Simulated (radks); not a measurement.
Task: These are the eigenvalues of the occupied orbitals of an atom or ion with whole-number occupations (eV). Calculated with a radial shooting solver on a logarithmic mesh with Libxc functionals: scalar-relativistic Kohn-Sham, PBEsol, spin-polarised, spherical densities, finite nucleus; Fermi nuclear charge, rms radius of each element as measured or else 0.836 A^(1/3) + 0.57 fm.

| orbital | eigenvalue |
|---|---|
| 1s down | -61251.30 |
| 1s up | -61251.30 |
| 2s up | -10419.20 |
| 2s down | -10419.16 |
| 2p up | -9191.304 |
| 2p down | -9191.279 |
| 3s up | -2387.988 |
| 3s down | -2386.974 |
| 3p up | -2017.731 |
| 3p down | -2016.718 |
| 3d up | -1566.035 |
| 3d down | -1565.258 |
| 4s up | -510.0301 |
| 4s down | -508.0472 |
| 4p up | -388.1388 |
| 4p down | -386.1992 |
| 4d up | -227.5480 |
| 4d down | -225.6549 |
| 5s up | -96.7765 |
| 5s down | -95.9029 |
| 5p up | -66.8071 |
| 5p down | -66.1207 |
| 4f up | -50.7826 |
| 4f down | -49.0425 |
| 5f up | -12.0676 |

Which element is it, and in what charge state? The configuration may be excited. Open shells, if any, are filled with parallel spins first.

Result: Z = 70, ytterbium, charge +3: Yb3+ in [Xe] 4f12 5f1. The list shows which subshells hold electrons but not how many an open one holds; the 1s level, -2250.9 hartree, gives Z - s = 67.1 by -(Z - s)^2/2, which with screening and relativity narrows Z to a few neighbours, and the depths of the outer levels then fix element, charge and occupations together.
